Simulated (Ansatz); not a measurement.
Consider the formal loss of a carbene: `FC(F)C[SiH3]` → `FC(F)[SiH3]` + `[CH2]` (triplet).

Isolated molecules relaxed with PBE0-D4/def2-TZVP in Ansatz; ΔE leaves out vibrations. CCSD(T)/CBS adds triple-zeta CCSD(T) − MP2 to the extrapolated MP2 energy (def2 sets, frozen cores). This one scheme is used for every species. Functionals use def2-TZVPP. Triplets are unrestricted, without spin–orbit coupling. One conformer a species, not always the lowest.

Q: Is it downhill or uphill in electronic energy at CCSD(T)/CBS, and by how much? (Best estimate.)

A: The calculation gave: Uphill: ΔE = +488.9 kJ/mol.

Q: What do these levels give: revPBE-D4, PBE0-D4, PBE, r2SCANh, LC-ωPBE, MP2/def2-TZVPP? (Best estimate.)

A: Computed: revPBE-D4 474.3, PBE0-D4 485.8, PBE 482.7, r2SCANh 464.4, LC-ωPBE 477.8, MP2/def2-TZVPP 494.0 kJ/mol.

Q: What do rigid-rotor, harmonic-oscillator terms from PBE0-D4/def2-TZVP frequencies (298.15 K, 1 bar) make of the CCSD(T)/CBS value? (Estimate.)

A: Computed: ΔZPE = -30.0 kJ/mol, ΔH = +465.9 kJ/mol, ΔS = 166 J/(mol·K), ΔG = +416.3 kJ/mol. Open shells count their whole term as degenerate.

Largest T1 diagnostic among the species: 0.012.

From BLYP to BHLYP (50 % exact exchange), in def2-TZVPP and without D4, ΔE moves by +5.7 kJ/mol. Leaving LDA and LC-ωPBE aside and taking each functional with its dispersion term where it has one, the values, not all of them listed here, spread over 33.0 kJ/mol, from r2SCAN0-D4 to ωB97X-V. LDA lies +80.2 kJ/mol from PBE without D4. The D4 term adds +10.1 kJ/mol with B3LYP and +5.4 kJ/mol with PBE0; it sums over pairs of atoms, weighted by their polarisabilities, and B3LYP, whose exchange is more repulsive, gets the larger term.

B3LYP here is the variant with VWN-RPA as its local correlation; programs differ in this.
